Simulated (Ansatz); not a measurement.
Abridged output of a molecular run in Ansatz:

```
Functional definition: HF
1025 factors; integrals over basis functions are off by at most 7.8e-4 eV
mean field evaluation 1: about -13398.3926 eV, gradient 5.7e1 eV
mean field evaluation 2: about -13398.4818 eV, gradient 5.7e1 eV
mean field evaluation 4: about -13403.6524 eV, gradient 2.2e0 eV
mean field evaluation 8: about -13403.7056 eV, gradient 3.5e-1 eV
mean field -13403.70601697 eV, -492.5771107654 hartree, gradient 3.6e-6 eV, S^2 0.000000; 0 other end points of the search recorded, 0 dependent functions left out
8 core orbitals not correlated: weight in the atoms' cores, before any rotation towards them, 1.000 or more for the frozen orbitals, at most 0.000 for the correlated occupied ones
reference -13403.70601697 eV, -492.5771107654 hartree; 12, 12 occupied and 143, 143 virtual orbitals, 1025 factors
second order -22.02787507 eV of doubles, -0.00000000 eV of singles
cycle   1  -21.62276770 eV  change    4.1e-1 eV  update   9.4e-2
cycle   2  -22.03945779 eV  change   -4.2e-1 eV  update   2.7e-2
cycle   3  -22.14808521 eV  change   -1.1e-1 eV  update   1.3e-2
cycle   4  -22.13363941 eV  change    1.4e-2 eV  update   2.9e-3
cycle   5  -22.13126446 eV  change    2.4e-3 eV  update   1.1e-3
cycle   6  -22.13197621 eV  change   -7.1e-4 eV  update   3.5e-4
cycle   7  -22.13182829 eV  change    1.5e-4 eV  update   1.1e-4
cycle   8  -22.13176359 eV  change    6.5e-5 eV  update   3.4e-5
cycle   9  -22.13176748 eV  change   -3.9e-6 eV  update   1.2e-5
perturbative correction -0.69514041 eV, -0.0255459388 hartree
Total energy: -13426.53292486 eV, -493.4159841578 hartree
```

Its atoms:

Z-matrix (Å, degrees):
```
Al
O 1 1.680
F 1 1.647 2 120.7
O 1 1.680 2 118.5 3 180.0
H 2 0.955 1 122.9 3 0.0
H 4 0.955 1 122.9 2 -180.0
```

Which basis set was used?
A. def2-SVPD
B. def2-QZVPP
C. cc-pV(Q+d)Z
D. def2-TZVPP

D. It gives 163 functions.

Write the keys of the input that set method, charge and spin (a neutral closed shell needs none for the last two).


```yaml
correlation: {method: ccsd_t}
```
